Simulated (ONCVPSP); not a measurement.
**Ranking ONCV potentials for ruthenium (Ru)**

All share these settings but for the change named:

| Property | Result |
| --- | --- |
| Element | Ru (Z = 44) |
| Generator | ONCVPSP 4.0.1 |
| Type | optimised norm-conserving Vanderbilt (ONCV) |
| Functional | PBE |
| Relativity | scalar-relativistic |
| Frozen core | [Ar] 3d10 |
| Valence charge | 16 |
| Reference configuration | 4s2 4p6 4d7 5s1 |
| Partial waves | 4s+5s: rc 1.65 bohr, ncon 4, nbas 7, qcut 8 1/bohr, 2 projectors; 4p: rc 1.50 bohr, ncon 5, nbas 9, qcut 8.1 1/bohr, 2 projectors, debl 1.8 Ha; 4d: rc 1.70 bohr, ncon 5, nbas 10, qcut 9.2 1/bohr, 2 projectors, debl 2.7 Ha; f scattering state at 0.19 Ha: rc 1.50 bohr, ncon 5, nbas 10, qcut 7.6 1/bohr, 2 projectors, debl 1.2 Ha |
| Local potential | polynomial inside 1.35 bohr (lpopt 2, dvloc0 2 Ha) |
| Core correction | none |

Test errors are all-electron minus pseudo excitation energies from the reference, over 4s2 4p6 4d7 5s0; 4s2 4p6 4d6 5s0; 4s2 4p6 4d5 5s0; 4s2 4p6 4d7 5s0.5. None of these files shows a bound ghost.

The base gives 3.0 meV.

Of 11 variants that were run, those that failed, showed a ghost or another fault, or gave nearly equal values are left out.

A variant can come out equal or close to the base, since the largest error may sit in a test that the change hardly touches while other tests move.

Question: Rank these variants by their largest absolute test error, smallest first.
A. local potential polynomial inside 1.35 bohr (lpopt 5, dvloc0 0 Ha)
B. p: nproj 3
C. fully relativistic

Answer: C (2.1 meV), A (2.4 meV), B (3.0 meV).
